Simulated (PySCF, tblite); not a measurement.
Compound: C7H16NP.
Geometry (GFN2-xTB, Å), atoms numbered from 1 in this order:
```xyz
25
C7H16NP angstrom
C     -0.0609    2.7507    0.4882
C      0.9319    1.9696    0.0911
P      0.7220    0.3712   -0.7777
C      2.2825   -0.4118   -0.0930
C      2.3228   -1.8984   -0.4112
N     -0.4397   -0.4719    0.1374
C     -0.5928   -0.3056    1.5655
C     -1.6271   -0.9162   -0.5652
C     -2.7422    0.1232   -0.6686
H      0.1129    3.7047    0.9617
H     -1.0934    2.4689    0.3611
H      1.9602    2.2959    0.2015
H      2.3510   -0.2475    0.9863
H      3.1260    0.1001   -0.5649
H      3.2203   -2.3594   -0.0017
H      2.3109   -2.0566   -1.4880
H      1.4528   -2.3950    0.0137
H      0.3645   -0.0353    2.0065
H     -1.3185    0.4680    1.8379
H     -0.9213   -1.2531    2.0027
H     -2.0078   -1.8131   -0.0620
H     -1.3153   -1.1983   -1.5749
H     -2.3659    1.0134   -1.1694
H     -3.1138    0.3993    0.3154
H     -3.5702   -0.2783   -1.2470
```

Method used: PBE0/pcSseg-1 in PySCF (dipole) on a GFN2-xTB geometry, gas phase.

Take the most abundant isotopes and a rigid rotor. The values belong to one conformer with, in the numbering `[CH2:1]=[CH:2][P:3]([CH2:4][CH3:5])[N:6]([CH3:7])[CH2:8][CH3:9]`, C1–C2–P3–C4 -150°, C2–P3–C4–C5 170°, C2–P3–N6–C7 -31°, P3–N6–C8–C9 -85°.

Question: Give the principal moments of inertia and the rotational constants in MHz.

Answer: Ia = 321.83, Ib = 442.18, Ic = 606.82 u·Å²; 505379 MHz·u·Å²/I gives A = 1570, B = 1143, C = 832.8 MHz.

Question: Classify the top.

Answer: An asymmetric top. Ray's parameter κ = (2B − A − C)/(A − C) = -0.159; −1 is the prolate and +1 the oblate limit.

Question: Is it planar, by Δ = Ic − Ia − Ib?

Answer: Not planar: Δ = Ic − Ia − Ib = -157.20 u·Å². For a rigid frame Δ = −2 Σ m c², so Σ m c² = 78.60 u·Å² lies off the ab plane: 21.02 from hydrogen and 57.58 from heavier atoms. The atom farthest from that plane is 2.29 Å away.

Question: Give the other two planar moments, Paa and Pbb, and the rms extents of the mass along the axes.

Answer: Paa = Σ m a² = (Ib + Ic − Ia)/2 = 363.58 and Pbb = Σ m b² = (Ia + Ic − Ib)/2 = 243.23 u·Å². With the mass M = 145.10 u, the rms extents √(P/M) along a, b and c are 1.58, 1.29, 0.74 Å.

Question: Where do the levels up to J = 3 lie, in MHz?

Answer: Above 0(0,0):
J = 1: 1(0,1) 1976, 1(1,1) 2403, 1(1,0) 2713
J = 2: 2(0,2) 5809, 2(1,2) 6045, 2(1,1) 6975, 2(2,1) 8257, 2(2,0) 8375
J = 3: 3(0,3) 11346, 3(1,3) 11443, 3(1,2) 13273, 3(2,2) 14184, 3(2,1) 14693, 3(3,1) 17160, 3(3,0) 17191
Those of J = 1 are B + C, A + C and A + B.

Question: Predict some low-J microwave lines.

Answer: The dipole components are |μa| = 0.39 D, |μb| = 0.05 D, |μc| = 1.30 D. The squared components, which scale the intensities, stand as 0.09 : 0.00 : 1.00 (a : b : c). Some lines, for components of 0.1 D or more:

```
type  branch         J(Ka,Kc)   MHz  lower level (cm⁻¹)
   a       Q  1(1,0) ← 1(1,1)   310               0.080
   a       Q  3(2,1) ← 3(2,2)   508               0.473
   c       Q  3(2,2) ← 3(1,2)   911               0.443
   c       Q  2(2,1) ← 2(1,1)  1282               0.233
   a       Q  3(1,2) ← 3(1,3)  1830               0.382
   a       R  1(0,1) ← 0(0,0)  1976               0.000
   c       Q  3(3,1) ← 3(2,1)  2468               0.490
   c       R  1(1,0) ← 0(0,0)  2713               0.000
   a       R  2(1,2) ← 1(1,1)  3641               0.080
   a       R  2(0,2) ← 1(0,1)  3834               0.066
   a       R  2(1,1) ← 1(1,0)  4262               0.091
   c       R  2(1,1) ← 1(0,1)  4999               0.066
   a       R  3(1,3) ← 2(1,2)  5398               0.202
   a       R  3(0,3) ← 2(0,2)  5537               0.194
   c       R  2(2,0) ← 1(1,0)  5662               0.091
   c       R  2(2,1) ← 1(1,1)  5854               0.080
   a       R  3(1,2) ← 2(1,1)  6298               0.233
   a       R  3(2,1) ← 2(2,0)  6318               0.279
   c       R  3(1,2) ← 2(0,2)  7464               0.194
   c       R  3(3,1) ← 2(2,1)  8903               0.275
```

Question: Estimate the classical rotational partition function at 10 K, 100 K and 298.15 K.

Answer: Point group C1, symmetry number σ = 1; q = (√π/σ)·√((kT/h)³/(ABC)), k/h = 20836.6 MHz/K: 4360 at 10 K, 138000 at 100 K, 710000 at 298.15 K.

Its GFN2-xTB frequencies are all real (lowest 44 cm⁻¹). Constants of a rigid frame at the computed geometry: no zero-point averaging, no centrifugal distortion. A rigid rotor knows nothing of internal rotation, which can split or shift real lines. Quadrupole hyperfine structure (14N) is left out.

The run took 99 s of wall time on an Arm Neoverse N1 with one thread (shared host). This is the PBE0/pcSseg-1 job that gave the dipole, with the shieldings it also computed.
